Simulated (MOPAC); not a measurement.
MOPAC input (PM3):

```
PM3 1SCF CHARGE=-1 GEO-OK AUX(PRECISION=9) THREADS=1
H3OSi

O     1.13736079 1   -0.02253897 1   -0.15269099 1
Si   -0.41275669 1    0.00817956 1    0.05541270 1
H    -1.11644648 1    1.35398731 1   -0.12016426 1
H    -0.94388921 1   -0.41235085 1    1.42590805 1
H    -1.25995700 1   -0.87583855 1   -0.85999361 1
```

**Question.** What heat of formation does the run end on, and which ionisation energy by Koopmans theorem?

**Answer.** -46.48 kcal/mol; 2.63 eV.
